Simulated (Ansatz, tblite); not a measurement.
Isomers of Au9⁺ (singlet), found by a short tight-binding search and relaxed with PBE0-D4/def2-SVP in Ansatz.

In the def2 sets Au takes a core potential; there is no spin–orbit coupling. The xTB rows come from tblite. Correlated methods freeze no core orbitals; core or outer-core shells of Au are correlated, in sets that lack core-valence functions.

B: At MP2/def2-SVP the test of the restricted singlet for broken spin symmetry was undecided.

Other spin states weren't relaxed.

A:

```
atom   x (Å)   y (Å)   z (Å)
 Au1  -0.315  -1.155  -1.643
 Au2  -0.796   2.988   0.671
 Au3  -1.698   0.440   0.338
 Au4   0.878   1.009   1.531
 Au5   1.386   0.062  -3.266
 Au6   2.266  -1.008   2.537
 Au7   0.108  -1.670   1.154
 Au8  -2.283  -2.190  -0.057
 Au9   0.454   1.524  -1.266
```

B:

```xyz
9

Au    3.554   -0.731   -0.833
Au   -1.727   -0.813   -2.528
Au    4.143    0.219    1.552
Au   -0.454    0.986    2.418
Au    0.874   -0.874   -1.788
Au   -3.061    1.000    1.444
Au    1.535    0.148    0.762
Au   -1.062    0.067   -0.077
Au   -3.802   -0.003   -0.950
```

Estimate which lies lowest at each level, and how far above it the others are (kJ/mol).


```
              level    A      B
           GFN1-xTB  0.0   47.7
           GFN2-xTB  0.0   48.9
        HF/def2-SVP  0.0   90.2
       HF/def2-TZVP  0.0   89.7
   PBE-D4/def2-TZVP  0.0   90.0
r2SCAN-D4/def2-TZVP  0.0   93.4
   B97M-V/def2-TZVP  0.0   90.1
  PBE0-D4/def2-TZVP  0.0  100.9
       MP2/def2-SVP  0.0  122.8
```
Point groups (tolerance 0.1 Å): A C2v, B not assigned. Lower isomers may exist.
